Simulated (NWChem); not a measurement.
System: WH₅Cl; SMILES [Cl][WH5]

def2 effective core potentials on W; no spin-orbit coupling.

Problem. Give the equilibrium geometry at PBE0/def2-SVP with def2 effective core potentials on W (NWChem) as a Z-matrix, with the point group.

Solution. point group Cs; any orientation.
```
W
H 1 1.6541
H 1 1.6541 2 63.03
H 1 1.6870 2 127.31 3 -117.85
H 1 1.7041 2 67.43 3 142.54
H 1 1.7041 2 118.63 3 39.78
Cl 4 2.3530 1 70.13 2 41.08
```
